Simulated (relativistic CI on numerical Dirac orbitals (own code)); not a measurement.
## Hyperfine structure of Pt57+, mass number 195

Calculated at this level of theory: Dirac-Coulomb-Breit CI, orbitals from a KLI potential per configuration, model QED, unscaled Slater integrals (own radial code, finite nucleus).

CI space (outside the closed core [Ne]): 3s²3p⁶3d³, 3s²3p⁵3d⁴, 3s3p⁶3d⁴, 3s²3p⁶3d²4s, 3s²3p⁶3d²4p, 3s²3p⁶3d²4d, 3s²3p⁵3d³4s, 3s²3p⁶3d²4f, 3s²3p⁵3d³4p, 3s3p⁶3d³4s, 3p⁶3d⁴4p, 3p⁶3d⁵, 3p⁵3d⁶, 3p⁵3d⁵4s, 3p⁶3d⁴4s, 3p⁵3d⁴4s², 3s²3p⁶3d4s², 3s²3p⁶4s²4p, 3s²3p⁶4s²4d. Double excitations out of closed p, d and f shells are left out; levels of such configurations are missing from the list, as are those of other unlisted configurations, and high levels can miss mixing partners. These lack a partner that the ground configuration has and come out too high: 3s²3p⁵3d³4p.

Nuclear spin I = 1/2, μ = 0.6073 μN (tables of Stone and Pyykkö). The electronic factors are computed for point nuclear moments, without core polarisation or the Bohr-Weisskopf and QED corrections.

```json
{"Level": "3s²3p⁶3d³ ⁴F5/2", "E (cm⁻¹)": "688004", "A (GHz)": "92.03"}
{"Level": "3s²3p⁶3d³ ²G7/2", "E (cm⁻¹)": "777381", "A (GHz)": "100.8"}
{"Level": "3s²3p⁶3d³ ⁴P1/2", "E (cm⁻¹)": "792416", "A (GHz)": "-60.91"}
{"Level": "3s²3p⁶3d³ ⁴F7/2", "E (cm⁻¹)": "1452956", "A (GHz)": "74.32"}
{"Level": "3s²3p⁶3d³ ²P1/2", "E (cm⁻¹)": "1570601", "A (GHz)": "-27.79"}
{"Level": "3s²3p⁶3d³ ²H11/2", "E (cm⁻¹)": "1575752", "A (GHz)": "88.53"}
{"Level": "3s²3p⁶3d³ ²F7/2", "E (cm⁻¹)": "1663011", "A (GHz)": "91.49"}
```

Levels with J = 0, under 50 % of one LS term, or S terms without an open s electron are left out. Small factors come from cancelling terms and can be off by tens of per cent or more.

At this charge energies of transitions that change n are usually good to better than 1 %, and those within a shell (Δn = 0) to a few per cent.

(1) Give the hyperfine levels of 3s²3p⁶3d³ ⁴F5/2 relative to its centre of gravity.

## Answers

(1) With K = F(F + 1) − I(I + 1) − J(J + 1), E = AK/2: F = 2: -161.1, F = 3: 115 GHz.

LS names give the leading component of a level, which can be under half, so a name can repeat, a term be missing and a line seem to break the LS rules.
